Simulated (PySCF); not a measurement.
Question: Give a PBE0-D3(BJ)/def2-SVP geometry of `C=C[C@@]1(F)C[C@@H]1F`.

Answer: 
Z-matrix in Å and degrees, rows numbered from 1:
```
C 
C   1  1.3332
C   2  1.4721  1  123.93
F   3  1.3553  2  114.17  1    -0.68
C   3  1.5103  2  121.60  1   144.53
C   5  1.4898  3   60.21  2   109.97
F   6  1.3477  3  117.13  5  -108.25
H   1  1.0919  2  121.12  3   179.95
H   1  1.0925  2  120.85  3    -0.01
H   2  1.0955  1  120.77  3   179.94
H   5  1.0932  3  113.89  6   106.18
H   5  1.0926  3  119.70  6  -109.96
H   6  1.0957  3  119.00  5   110.55
```

Of the pairs four or more bonds apart, F4···H9 is among the closest relative to their van der Waals radii: 2.46 Å, 92 % of the sum of Bondi's values. The 3-membered ring C3–C5–C6 has internal angles of 59.2° to 60.6°. The C–C distances run from 1.333 Å (C1=C2, drawn double) to 1.510 Å (C3–C5, drawn single), a spread of 0.177 Å.

Computed, not measured: PBE0-D3(BJ)/def2-SVP geometry optimisation, gas phase in PySCF.

Point group: C1 (no symmetry element, even within 0.4 Å). PBE0-D3(BJ)/def2-SVP frequencies: not computed here. The numbers are those of one conformer (C1–C2–C3–F4 -1°).
